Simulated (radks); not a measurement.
Sr II, 37 electrons, occupied as [Kr] 5s1 (the NIST ground configuration). Method: Dirac Kohn-Sham, LDA (Slater exchange, Perdew-Wang correlation), spin-unpolarised, spherical densities, finite nucleus; Fermi nuclear charge, rms radius 4.224 fm; computed with a radial shooting solver on a logarithmic mesh with Libxc functionals. Some entries of the table are withheld. Estimate them.

orbital,occ.,eigenvalue (hartree),<1/r> (bohr^-1)
1s1/2,2,-584.7779,38.95
2s1/2,2,-79.39312,8.767
2p1/2,2,-72.33424,8.746
2p3/2,4,-69.82493,8.406
3s1/2,2,-12.45866,2.930
3p1/2,2,-9.89413,2.824
3p3/2,4,-9.50859,2.741
3d3/2,4,(1),2.520
3d5/2,6,(2),2.499
4s1/2,2,-1.73859,0.9980
4p1/2,2,-1.10327,(3)
4p3/2,4,-1.05954,(4)
5s1/2,1,-0.31536,(5)

Answer. 
(1) 3d3/2 eigenvalue (hartree): -4.98830
(2) 3d5/2 eigenvalue (hartree): -4.92095
(3) 4p1/2 <1/r> (bohr^-1): 0.8686
(4) 4p3/2 <1/r> (bohr^-1): 0.8467
(5) 5s1/2 <1/r> (bohr^-1): 0.3329
